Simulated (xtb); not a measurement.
Ge(AsH2)(H)3 (AsGeH₅), SMILES [GeH3][AsH2]. All values are semi-empirical tight-binding results from xtb (GFN2-xTB unless named), good for trends rather than for accurate numbers. Coordinates come from a GFN2-xTB optimisation.

For metal compounds this method's bond lengths and energies can be far off.

The orbital gap is 5.70 eV. The zero-point energy is 22.4 kcal/mol and the G − E(el) at 298.15 K (modified RRHO) is 4.2 kcal/mol.
